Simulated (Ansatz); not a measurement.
System: C2H11N3Si (charge 0, singlet). 
Coordinates optimised at B3LYP-D3(BJ)/def2-TZVP (Ansatz, an electronic-structure program):
```xyz
17

C      2.2926    -0.7957     0.1577
C      0.9914    -0.9487    -0.6396
Si    -0.4140     0.1418    -0.0365
N      0.1434     1.7656    -0.2183
N     -1.8172    -0.4199    -0.8694
N     -0.8624     0.0659     1.6205
H      3.0789    -1.4556    -0.2162
H      2.1348    -1.0365     1.2114
H      2.6667     0.2286     0.1145
H      1.1777    -0.7357    -1.6993
H      0.6500    -1.9878    -0.6024
H     -0.4166     2.5368     0.1105
H      0.6901     2.0328    -1.0215
H     -1.7436    -0.7763    -1.8090
H     -2.7125     0.0188    -0.7188
H     -1.3921    -0.7139     1.9733
H     -0.2881     0.4888     2.3308
```

Basis-set convergence of Hartree-Fock and MP2 correlation energies (hartree) with Ansatz. Cores are frozen in the correlated levels unless marked. Spin-orbit coupling is left out. Non-relativistic.

| basis | functions | E(HF) | E(corr, MP2) |
|---|---|---|---|
| cc-pV(D+d)Z | 148 | -534.54815 | -0.90377 |
| cc-pV(T+d)Z | 343 | -534.65430 | -1.12580 |
| cc-pV(Q+d)Z | 669 | -534.67690 | -1.20338 |

Extrapolating the two largest sets (X = 3 and 4) as X^-3: E(corr) = (64·(-1.20338) - 27·(-1.12580))/37 = -1.2600 Eh, an estimate of the basis-set limit. The largest set recovers 95.5 % of it, the smallest 71.7 %.
